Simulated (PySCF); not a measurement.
# One molecule, several mistakes: AlClGeH4

Calculated results; nothing here was measured. They come from PySCF 2.14.0, an open-source quantum chemistry program, on an isolated molecule that a program drew, which may never have been made. The molecule is AlClGeH4 (charge 0, singlet), drawn as the SMILES string `[AlH2][GeH2][Cl]`.

Each row is a Hartree-Fock (HF) and frozen-core CCSD(T) single point in the cc-pV(D+d)Z basis, meant for a local HF minimum. Run 1 is clean. Each other run has one planted mistake out of seven kinds, and not every kind appears here: one electron removed, one electron added, multiplicity raised by two, geometry at a saddle point, minimal basis STO-3G, one bond length entered in bohr, all coordinates scaled. The reference is restricted for singlets and unrestricted otherwise, and also for a bond in bohr. Adding or removing an electron swaps singlet and doublet. Electrons count all cores. HOMO and LUMO are orbital energies over both spins, the gradient is its largest component, and the lowest frequency (negative if imaginary) is given only where the gradient is small. Bond lengths are over the 6 bonds as drawn. T1 is the CCSD diagnostic: over 0.02 (restricted) or 0.045 (unrestricted) a single reference is doubtful. Germanium has the cc-pVDZ-PP basis, with a core potential (ECP10MDF) in place of its 10 inner electrons, and its 3s, 3p and 3d shells are frozen in CCSD(T).

Geometry of the clean run:
```xyz
7
AlClGeH4, angstrom
Al   -1.0067   -0.8948   -2.2864
Ge   -0.0774   -2.0929   -0.2924
Cl   -1.3415   -1.2136    1.3092
H    -2.2343   -1.5196   -3.0521
H    -0.3883    0.4937   -2.7030
H     1.3581   -1.7880    0.1426
H    -0.3033   -3.6020   -0.1730
```

| run | electrons | basis functions | <S^2> | HOMO (eV) | LUMO (eV) | gradient (hartree/bohr) | lowest frequency (cm^-1) | mean bond (Å) | longest bond (Å) | T1 | HF (hartree) | CCSD(T) (hartree) | mistake |
|---|---|---|---|---|---|---|---|---|---|---|---|---|---|
| 1 | 66 | 89 | 0.000 | -10.17 | 0.36 | 9.6e-06 | 70 | 1.8233 | 2.505 | 0.0110 | -997.16180 | -997.51521 | no fault |
| 2 | 66 | 89 | 0.000 | -10.15 | 0.25 | 1.6e-02 | - | 1.8798 | 2.583 | 0.0116 | -997.15701 | -997.51169 | all coordinates scaled |
| 3 | 65 | 89 | 0.771 | -16.94 | -8.46 | 8.2e-02 | - | 1.8233 | 2.505 | 0.0285 | -996.81945 | -997.16428 | one electron removed |
| 4 | 66 | 89 | 2.012 | -6.24 | -2.60 | 3.9e-02 | - | 1.8233 | 2.505 | 0.0249 | -997.02594 | -997.38136 | multiplicity raised by two |
| 5 | 66 | 89 | 0.819 | -8.36 | 0.01 | 1.1e-02 | - | 2.0570 | 2.978 | 0.0547 | -997.06360 | -997.40764 | one bond length entered in bohr |
| 6 | 67 | 89 | 0.765 | -0.64 | 6.35 | 3.3e-02 | - | 1.8233 | 2.505 | 0.0132 | -997.16618 | -997.53473 | ? |

**Which mistake was planted in run 6, and what did it cost?**

It counts 67 electrons, one more than the clean run, at the same geometry and basis. So the mistake is: one electron added. Subtracting run 1 and multiplying by 627.51 kcal/mol a hartree, the energy moved by -2.7 kcal/mol in HF and -12.2 kcal/mol in CCSD(T).

Cautions from the logs. Run 5: T1 is over the limit, so its CCSD(T) energy is less reliable.
